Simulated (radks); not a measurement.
Charge is removed step by step from the 2s level of the beryllium ion Be+, starting from [He] 2s1. Method: scalar-relativistic Kohn-Sham, r2SCAN, spin-unpolarised, spherical densities, finite nucleus; meta-GGA in the generalised Kohn-Sham scheme; Fermi nuclear charge, rms radius 2.519 fm; without spin polarisation the odd electron is poorly described; computed with a radial shooting solver on a logarithmic mesh with Libxc functionals.

removed (e)  E - E(0) (eV)  eigenvalue (eV)
0                    0.000          -13.641
0.125                1.770          -14.673
0.25                 3.668          -15.696
0.375                5.693          -16.700
0.5                  7.841          -17.670
0.625               10.107          -18.574
0.75                12.480          -19.355
0.875               14.935          -19.844

The mean slope of the eigenvalue, de/dn, is 7.09 eV per electron.
